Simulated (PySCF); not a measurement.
Isomers of C7H14OSi, from PySCF 2.14.0, PBE0-D3(BJ)/def2-SVP geometry optimisation, gas phase. One conformer each, no zero-point energy, no frequencies.

Question: Which is lower in electronic energy at this level?
A. `[CH2:1]=[CH:2][C:3](=[CH2:4])[O:5][Si:6]([CH3:7])([CH3:8])[CH3:9]` with C1–C2–C3–C4 179°, C2–C3–O5–Si6 178°: A = 1985, B = 888.0, C = 765.8 MHz, dipole 1.27 D
B. `[CH2:1]1[CH2:2][SiH:3]([CH:4]2[CH2:5][CH2:6]2)[CH2:7][CH2:8][O:9]1` with C2–Si3–C4–C5 155°, O9–C1–C2–Si3 -55°, C1–C2–Si3–C4 163°, Si3–C4–C5–C6 -109°, C2–Si3–C7–C8 -40°: A = 3187, B = 783.2, C = 671.2 MHz, dipole 1.28 D

Answer: A. That is `C=CC(=C)O[Si](C)(C)C`, 30.2 kcal/mol below the other.

```tsv
SMILES	mapped SMILES	E (Eh)	relative (kcal/mol)	relative (kJ/mol)	dipole (D)
C=CC(=C)O[Si](C)(C)C	[CH2:1]=[CH:2][C:3](=[CH2:4])[O:5][Si:6]([CH3:7])([CH3:8])[CH3:9]	-639.05776	0.0	0.0	1.27
C1C[SiH](C2CC2)CCO1	[CH2:1]1[CH2:2][SiH:3]([CH:4]2[CH2:5][CH2:6]2)[CH2:7][CH2:8][O:9]1	-639.00956	30.2	126.5	1.28
```

As drawn, the lower has an Si–O bond and a C=C bond outside aromatic rings, which the higher lacks; the higher has a three-membered ring, which the lower lacks.
